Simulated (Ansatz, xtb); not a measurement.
Species: C2H4N (charge 0, doublet). It need not be the lowest isomer of its formula. 
Structure (B3LYP-D3(BJ)/def2-TZVP (Ansatz, an electronic-structure program) minimum search):
SMILES: [CH2]N=C
```xyz
7

C      1.0609    -0.4281     0.1001
N      0.0598     0.4012     0.3023
C     -1.0973     0.1834    -0.2844
H      2.0074    -0.2363     0.5895
H      0.9717    -1.3062    -0.5459
H     -1.2666    -0.6720    -0.9447
H     -1.9123     0.8742    -0.1089
```
Charge 0, spin multiplicity 2.

Harmonic wavenumbers from GFN2-xTB (xtb, at its own minimum), cm⁻¹: 336, 501, 665, 747, 779, 1047, 1102, 1247, 1396, 1453, 1608, 2966, 2978, 3107, 3112.

Give the harmonic wavenumbers at B3LYP-D3(BJ)/def2-TZVP (Ansatz, finite differences of forces, unscaled).

334, 472, 588, 855, 878, 1108, 1174, 1279, 1301, 1499, 1551, 3025, 3037, 3196, 3198 cm⁻¹. Zero-point energy 33.6 kcal/mol.

From these and the geometry, give the ideal-gas thermochemistry at 298.15 K and 1 atm (rigid rotor, harmonic oscillator).

Point group C2v, rotational symmetry number 2. Rotational constants 66.92, 11.88, 10.09 GHz. S(trans) 37.14, S(rot) 19.84, S(vib) 2.95, S(elec, spin only) 1.38, S 61.3 cal/(mol K). H(298) - H(0) 2.99 kcal/mol; G - E(el) 18.3 kcal/mol.
